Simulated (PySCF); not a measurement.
Core binding energy against partial charge

C5H14AlN.
Structure used (PBE0-D3(BJ)/def2-SVP), in Å, numbered top down from 1:
```xyz
21
C5H14AlN angstrom
C     -1.460    1.320    0.936
N     -0.862    0.023    0.599
Al    -2.258   -1.208   -0.305
C      0.350    0.165   -0.212
C      1.231   -1.073   -0.425
C      2.456   -0.141   -0.348
C      1.574    0.905    0.362
H     -1.777    1.814    0.007
H     -0.747    1.972    1.465
H     -2.349    1.160    1.560
H     -0.605   -0.454    1.467
H     -1.459   -2.598   -0.407
H     -3.423   -1.126    0.804
H     -2.476   -0.375   -1.666
H      0.041    0.597   -1.177
H      1.179   -1.748    0.444
H      1.063   -1.670   -1.331
H      2.772    0.202   -1.344
H      3.341   -0.507    0.190
H      1.624    0.792    1.458
H      1.707    1.967    0.111
```

Binding energies: PySCF, delta-SCF UKS SCAN, pcX-2 on the ionised atom, pcseg-1 elsewhere, spin-free X2C. Charges: PBE0/pcSseg-1 ground-state density, for the ionised atom.

| atom | environment | C 1s (eV) | Mulliken (e) | IAO (e) | Hirshfeld (e) | ESP (e) |
| --- | --- | --- | --- | --- | --- | --- |
| C5 | four-membered-ring carbon | 290.88 | -0.161 | -0.258 | -0.065 | -0.141 |
| C6 | four-membered-ring carbon | 290.97 | -0.224 | -0.257 | -0.065 | -0.173 |
| C7 | four-membered-ring carbon | 291.02 | -0.174 | -0.274 | -0.074 | -0.156 |
| C4 | sp3 carbon bound to nitrogen | 291.93 | -0.126 | -0.013 | +0.032 | +0.267 |
| C1 | N-methyl carbon | 292.18 | -0.112 | -0.306 | -0.048 | -0.223 |

Problem. How well does each charge scheme correlate with the binding energies over these sites?

Solution. Mulliken: r = 0.83, slope 11.5 eV per e; Hirshfeld: r = 0.65, slope 9.1 eV per e; ESP: r = 0.36, slope 1.1 eV per e; IAO: r = 0.34, slope 1.8 eV per e. Mulliken charges have the highest r, on only 5 points.

Problem. The point-charge model writes a binding energy as kq + V + constant, with V the potential of the other atoms' charges at the site. What does it give with the ESP charges?

Solution. V = Σ 14.40 eV Å × q/r over all other atoms: +2.41 eV at C5, +2.25 eV at C6, +2.74 eV at C7, -3.13 eV at C4, +3.27 eV at C1. Fitting binding energy − V to q gives k = 14.2 eV per e and leaves an rms residual of 0.59 eV, against 0.51 eV for the fit on q alone. The model has no term for differences in relaxation between sites.

One conformer (not necessarily the lowest) at the PBE0-D3(BJ)/def2-SVP geometry, without solvent, vibrations or thermal averaging.
